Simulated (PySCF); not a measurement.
**Germanium: a sound run and one with changed settings**

Sound run: Ge [Ar] 3d10 4s2 4p2, Ge⁺ [Ar] 3d10 4s2 4p1. Calculation: PySCF 2.14, in x2c-SVPall (5s4p3d, 32 functions); the spin-free X2C one-electron Hamiltonian (Gaussian nucleus). In the sound run the correlated levels freeze [Ar] 3d10. The sound run starts from symmetry-adapted Hartree-Fock orbitals and uses a fine grid where one is needed.

Changed run: initial guess atom, at most 50 SCF cycles.

```csv
species,method,sound run (hartree),changed run (hartree),converged
Ge,UHF,-2096.68569,-2096.68569,yes
Ge,BP86,-2098.65856,-2098.65856,yes
Ge,CCSD(T),-2096.74287,-2096.74287,yes
Ge⁺,r2SCAN,-2098.04375,-2098.04375,yes
Ge⁺,MP2,-2096.44531,-2096.44531,yes
```

Here the plain start reaches the same solutions.
